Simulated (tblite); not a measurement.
Compound: C8H14BN.
Atom-mapped SMILES: `[BH3-:1][N@+:2]1([CH3:3])[CH2:4][C:5](=[CH2:6])[CH2:7][C@@H:8]1[C:9]#[CH:10]` (hydrogens: H11, H12, H13 on B1; H14, H15, H16 on C3; H17, H18 on C4; H19, H20 on C6; H21, H22 on C7; H23 on C8; H24 on C10)
Bond orders are those of one Lewis drawing.

Computed with GFN2-xTB (tblite), gas phase: L-BFGS steps from a force-field or distance-geometry start until the largest atomic force falls under 0.01 eV/Å.

Step 45: E = -771.3229 eV
```
atom  x, y, z in Å  |  force x, y, z in eV/Å
B1     -2.2889   -0.3956    0.0424    0.028   0.010   0.009
N2     -0.6443   -0.4792   -0.1536    0.037   0.055  -0.039
C3     -0.3440   -1.7290   -0.8543   -0.027   0.014   0.051
C4      0.0910   -0.4047    1.1129   -0.010  -0.035  -0.051
C5      1.5070   -0.0716    0.7297   -0.004   0.008   0.003
C6      2.5905   -0.3074    1.4439    0.037  -0.019   0.027
C7      1.4465    0.6168   -0.6086   -0.010   0.037   0.017
C8     -0.0677    0.6426   -0.9257    0.056   0.043  -0.049
C9     -0.6184    1.9303   -0.5441   -0.057  -0.030  -0.010
C10    -0.9830    3.0423   -0.2956    0.026  -0.006  -0.009
H11    -2.7204    0.0249   -0.9872    0.010  -0.035  -0.004
H12    -2.5061    0.3280    0.9641    0.059   0.069  -0.055
H13    -2.6385   -1.5123    0.2655   -0.045   0.000   0.045
H14    -0.6246   -2.5688   -0.2245   -0.008  -0.013   0.036
H15     0.7139   -1.8156   -1.1099    0.012   0.002   0.025
H16    -0.9475   -1.7795   -1.7584    0.019   0.033  -0.007
H17    -0.0254   -1.3256    1.6826    0.038   0.030   0.022
H18    -0.3234    0.4287    1.6947   -0.028  -0.128  -0.036
H19     3.5700   -0.0018    1.1197    0.003  -0.002  -0.058
H20     2.5431   -0.8076    2.3942   -0.028  -0.021   0.048
H21     1.8553    1.6275   -0.5421   -0.038  -0.013  -0.042
H22     2.0208    0.0828   -1.3712   -0.051   0.005   0.060
H23    -0.2830    0.4882   -1.9868    0.010   0.007  -0.028
H24    -1.3345    4.0065   -0.0802   -0.027  -0.012   0.046
```

Step 46: E = -771.3257 eV
```
atom  x, y, z in Å  |  force x, y, z in eV/Å
B1     -2.2888   -0.3948    0.0434    0.078   0.008  -0.001
N2     -0.6432   -0.4801   -0.1544    0.017   0.037  -0.051
C3     -0.3532   -1.7293   -0.8597   -0.005   0.000   0.033
C4      0.0947   -0.4108    1.1106   -0.063  -0.040  -0.043
C5      1.5101   -0.0739    0.7306   -0.046   0.008   0.028
C6      2.5921   -0.3018    1.4494    0.042  -0.025   0.021
C7      1.4473    0.6186   -0.6049    0.019   0.024   0.020
C8     -0.0655    0.6404   -0.9266    0.066   0.064  -0.045
C9     -0.6158    1.9285   -0.5464   -0.076  -0.018  -0.009
C10    -0.9786    3.0407   -0.2960    0.017  -0.001  -0.005
H11    -2.7206    0.0027   -0.9931   -0.004  -0.018  -0.031
H12    -2.5036    0.3452    0.9489    0.046   0.102  -0.014
H13    -2.6337   -1.5064    0.2890   -0.058  -0.039   0.054
H14    -0.6246   -2.5705   -0.2262   -0.001   0.012   0.007
H15     0.7010   -1.8140   -1.1322    0.011  -0.007   0.039
H16    -0.9686   -1.7768   -1.7567    0.025   0.020   0.018
H17    -0.0256   -1.3327    1.6776    0.056   0.019   0.023
H18    -0.3220    0.4197    1.6943   -0.023  -0.110  -0.022
H19     3.5689    0.0113    1.1252    0.017  -0.007  -0.045
H20     2.5461   -0.8030    2.3998   -0.028  -0.011   0.026
H21     1.8545    1.6291   -0.5332   -0.044   0.006  -0.046
H22     2.0260    0.0899   -1.3662   -0.034  -0.020   0.023
H23    -0.2770    0.4842   -1.9882    0.007   0.014  -0.021
H24    -1.3316    4.0039   -0.0774   -0.019  -0.019   0.040
```

Step 47: E = -771.3287 eV
```
atom  x, y, z in Å  |  force x, y, z in eV/Å
B1     -2.2867   -0.3932    0.0446    0.092   0.002  -0.009
N2     -0.6417   -0.4798   -0.1564   -0.008  -0.001  -0.047
C3     -0.3640   -1.7289   -0.8653    0.027  -0.016   0.003
C4      0.0978   -0.4187    1.1073   -0.082  -0.035  -0.022
C5      1.5127   -0.0759    0.7324   -0.067   0.004   0.047
C6      2.5938   -0.2954    1.4558    0.027  -0.026   0.005
C7      1.4488    0.6209   -0.6004    0.039   0.004   0.022
C8     -0.0616    0.6388   -0.9290    0.043   0.058  -0.024
C9     -0.6138    1.9262   -0.5516   -0.083   0.003  -0.006
C10    -0.9731    3.0384   -0.2965    0.007   0.003  -0.001
H11    -2.7207   -0.0248   -1.0013   -0.011  -0.008  -0.038
H12    -2.5005    0.3691    0.9297    0.040   0.119   0.009
H13    -2.6275   -1.4990    0.3195   -0.056  -0.042   0.057
H14    -0.6247   -2.5723   -0.2284    0.005   0.043  -0.020
H15     0.6855   -1.8115   -1.1571    0.012  -0.020   0.053
H16    -0.9929   -1.7725   -1.7536    0.024   0.001   0.030
H17    -0.0255   -1.3424    1.6703    0.072  -0.002   0.020
H18    -0.3208    0.4058    1.6961   -0.030  -0.070  -0.003
H19     3.5677    0.0272    1.1308    0.018  -0.018  -0.024
H20     2.5490   -0.7979    2.4063   -0.020   0.001  -0.001
H21     1.8527    1.6312   -0.5231   -0.039   0.040  -0.045
H22     2.0324    0.0985   -1.3601   -0.010  -0.050  -0.015
H23    -0.2701    0.4768   -1.9905    0.014   0.032  -0.020
H24    -1.3284    3.9996   -0.0719   -0.014  -0.022   0.032
```

Step 48: E = -771.3317 eV
```
atom  x, y, z in Å  |  force x, y, z in eV/Å
B1     -2.2825   -0.3909    0.0452    0.068  -0.001  -0.009
N2     -0.6404   -0.4787   -0.1589   -0.028  -0.036  -0.025
C3     -0.3716   -1.7283   -0.8681    0.046  -0.017  -0.030
C4      0.0989   -0.4255    1.1040   -0.062  -0.020   0.005
C5      1.5136   -0.0763    0.7349   -0.068   0.003   0.044
C6      2.5948   -0.2909    1.4602   -0.001  -0.024  -0.011
C7      1.4500    0.6235   -0.5966    0.040  -0.016   0.018
C8     -0.0577    0.6382   -0.9327    0.002   0.029   0.003
C9     -0.6141    1.9240   -0.5578   -0.076   0.026  -0.004
C10    -0.9688    3.0364   -0.2967   -0.004   0.001   0.004
H11    -2.7196   -0.0473   -1.0079   -0.016  -0.003  -0.039
H12    -2.4957    0.3913    0.9124    0.037   0.120   0.016
H13    -2.6227   -1.4913    0.3455   -0.043  -0.027   0.056
H14    -0.6258   -2.5725   -0.2293    0.003   0.056  -0.032
H15     0.6740   -1.8091   -1.1724    0.039  -0.036   0.057
H16    -1.0085   -1.7675   -1.7502    0.009  -0.025   0.015
H17    -0.0243   -1.3513    1.6624    0.079  -0.028   0.016
H18    -0.3218    0.3915    1.6992   -0.044  -0.019   0.017
H19     3.5661    0.0382    1.1330    0.013  -0.029   0.002
H20     2.5501   -0.7950    2.4107   -0.005   0.014  -0.026
H21     1.8503    1.6341   -0.5173   -0.026   0.067  -0.037
H22     2.0364    0.1043   -1.3546    0.017  -0.071  -0.042
H23    -0.2648    0.4686   -1.9934    0.029   0.058  -0.019
H24    -1.3276    3.9944   -0.0640   -0.010  -0.020   0.021
```

**Question.** Estimate the geometry and energy of step 49. (The exact step hangs on the optimiser's Hessian estimate; all steps are aligned on step 48, rigid shifts and turns removed.)

**Answer.** E = -771.3347 eV, largest force 0.106 eV/Å
```
atom  x, y, z in Å  |  force x, y, z in eV/Å
B1     -2.2769   -0.3886    0.0456    0.012   0.002  -0.001
N2     -0.6395   -0.4776   -0.1613   -0.028  -0.051   0.003
C3     -0.3749   -1.7274   -0.8695    0.051  -0.009  -0.053
C4      0.0980   -0.4310    1.1015   -0.020  -0.001   0.034
C5      1.5123   -0.0750    0.7379   -0.045   0.011   0.023
C6      2.5945   -0.2883    1.4632   -0.031  -0.020  -0.030
C7      1.4506    0.6259   -0.5936    0.025  -0.025   0.001
C8     -0.0552    0.6386   -0.9361   -0.038  -0.005   0.029
C9     -0.6167    1.9228   -0.5638   -0.050   0.025  -0.003
C10    -0.9653    3.0358   -0.2977   -0.019   0.001   0.013
H11    -2.7180   -0.0642   -1.0127   -0.016  -0.002  -0.029
H12    -2.4885    0.4107    0.8990    0.034   0.100   0.004
H13    -2.6198   -1.4842    0.3666   -0.020   0.004   0.049
H14    -0.6259   -2.5708   -0.2287    0.000   0.053  -0.043
H15     0.6683   -1.8065   -1.1799    0.061  -0.053   0.054
H16    -1.0164   -1.7625   -1.7475   -0.005  -0.057  -0.010
H17    -0.0212   -1.3605    1.6543    0.074  -0.042   0.012
H18    -0.3260    0.3776    1.7034   -0.056   0.020   0.033
H19     3.5644    0.0436    1.1328   -0.002  -0.037   0.029
H20     2.5487   -0.7938    2.4133    0.013   0.022  -0.041
H21     1.8480    1.6377   -0.5167   -0.013   0.063  -0.025
H22     2.0371    0.1056   -1.3502    0.038  -0.071  -0.047
H23    -0.2611    0.4619   -1.9962    0.043   0.083  -0.012
H24    -1.3282    3.9900   -0.0561   -0.008  -0.010   0.011
```

The energy changes by -0.0030 eV. The first-order estimate −F·Δx gives -0.0041 eV and the mean of the old and new forces, exact on a quadratic surface, -0.0030 eV. The step makes an angle of 75° with the force vector and moves no atom by more than 0.025 Å.

What follows is the cost of the whole relaxation. Time: 1.6 s wall. Hardware: one thread, Arm Neoverse N1 (aarch64), no GPU, shared host with 64 logical CPUs at a one-minute load of 58.
